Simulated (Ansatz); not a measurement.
Frontier orbitals of GeH₆SSi (`S[SiH2][GeH3]`).

```xyz
9

S     0.874    0.903   -2.098
Si    0.823   -0.510   -0.487
Ge   -0.721    0.170    1.190
H    -0.447    0.850   -2.336
H     0.489   -1.876   -0.973
H     2.213   -0.518    0.037
H    -0.834   -0.881    2.308
H    -2.111    0.353    0.555
H    -0.286    1.509    1.804
```

The species carries charge 0 and has multiplicity 1. Correlated methods include outer-core shells of Ge, which these sets cover unevenly. Scalar relativity is left out up to krypton. The structure was optimised at the PBE0-D4/def2-TZVP level. It is one conformer, not always the lowest. Basis def2-TZVPP, Ansatz.

| functional | HOMO (eV) | LUMO (eV) |
| --- | --- | --- |
| ωB97M-V | -9.41 | 1.50 |

Question: Give HOMO and LUMO (eV) with LDA (SPW92), PBE, revPBE, BLYP, r2SCAN, B97M-V, PBE0, B3LYP, r2SCANh, r2SCAN0, HSE06 (plane-wave form), BHLYP, CAM-B3LYP, LC-ωPBE, ωB97X-V, HF. (Estimate.)

Answer: Ansatz gave: 
```json
{"functional": "LDA (SPW92)", "HOMO": "-6.25", "LUMO": "-1.29"}
{"functional": "PBE", "HOMO": "-6.16", "LUMO": "-1.09"}
{"functional": "revPBE", "HOMO": "-6.12", "LUMO": "-0.99"}
{"functional": "BLYP", "HOMO": "-6.00", "LUMO": "-0.93"}
{"functional": "r2SCAN", "HOMO": "-6.43", "LUMO": "-0.81"}
{"functional": "B97M-V", "HOMO": "-6.56", "LUMO": "-0.92"}
{"functional": "PBE0", "HOMO": "-7.32", "LUMO": "-0.26"}
{"functional": "B3LYP", "HOMO": "-7.09", "LUMO": "-0.44"}
{"functional": "r2SCANh", "HOMO": "-6.86", "LUMO": "-0.52"}
{"functional": "r2SCAN0", "HOMO": "-7.49", "LUMO": "-0.10"}
{"functional": "HSE06 (plane-wave form)", "HOMO": "-6.92", "LUMO": "-0.63"}
{"functional": "BHLYP", "HOMO": "-8.34", "LUMO": "0.64"}
{"functional": "CAM-B3LYP", "HOMO": "-8.59", "LUMO": "0.78"}
{"functional": "LC-ωPBE", "HOMO": "-9.93", "LUMO": "1.89"}
{"functional": "ωB97X-V", "HOMO": "-9.60", "LUMO": "1.77"}
{"functional": "HF", "HOMO": "-9.96", "LUMO": "2.84"}
```

B3LYP here is the variant with VWN-RPA as its local correlation; programs differ in this. LC-ωPBE has ω = 0.4 bohr⁻¹. Positive LUMOs are unbound and depend on the basis.
